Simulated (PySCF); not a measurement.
H2O4S. Atoms are numbered in the order given.

```xyz
7

O     -0.6866    -1.0555     0.8622
S      0.0000     0.0000    -0.1690
O      1.1043    -0.6556    -0.8358
O     -1.1043     0.6556    -0.8358
O      0.6866     1.0555     0.8622
H      0.0031    -1.6878     1.1411
H     -0.0031     1.6878     1.1411
```
Charge 0, spin multiplicity 1.

The structure is a stationary point at TPSSh-D3(BJ)/def2-SVP. Other conformers were not sampled.

Method: PySCF 2.14.0 with TDA-PBE/def2-SVPD.

Vertical excitations. Gas-phase values at a fixed geometry. State labels are in the subgroup C2.

| state | symmetry | energy (eV) | λ (nm) | f | main pairs |
|---|---|---|---|---|---|
| S1 | B | 6.69 | 185 | 0.003 | HOMO→LUMO 98 % |
| S2 | B | 6.94 | 179 | 0.001 | HOMO−1→LUMO 98 % |
| S3 | A | 7.02 | 177 | 0.000 | HOMO−2→LUMO 99 % |
| S4 | A | 7.76 | 160 | 0.000 | HOMO→LUMO+1 94 % |
| S5 | A | 7.99 | 155 | 0.001 | HOMO−1→LUMO+1 77 %, HOMO−3→LUMO 21 % |
| S6 | A | 8.15 | 152 | 0.055 | HOMO−3→LUMO 70 %, HOMO−1→LUMO+1 16 % |
| S7 | B | 8.15 | 152 | 0.004 | HOMO−2→LUMO+1 86 % |
| S8 | B | 8.27 | 150 | 0.063 | HOMO−4→LUMO 74 %, HOMO→LUMO+2 13 % |
| S9 | B | 8.31 | 149 | 0.017 | HOMO→LUMO+2 84 % |
| S10 | A | 8.54 | 145 | 0.002 | HOMO→LUMO+3 77 %, HOMO−2→LUMO+2 14 % |
| T1 | B | 6.47 | 192 | 0 | HOMO→LUMO 99 % |
| T2 | B | 6.66 | 186 | 0 | HOMO−1→LUMO 98 % |
| T3 | A | 6.82 | 182 | 0 | HOMO−2→LUMO 99 % |
| T4 | A | 7.58 | 164 | 0 | HOMO→LUMO+1 90 % |
Triplets are in the Tamm–Dancoff approximation.
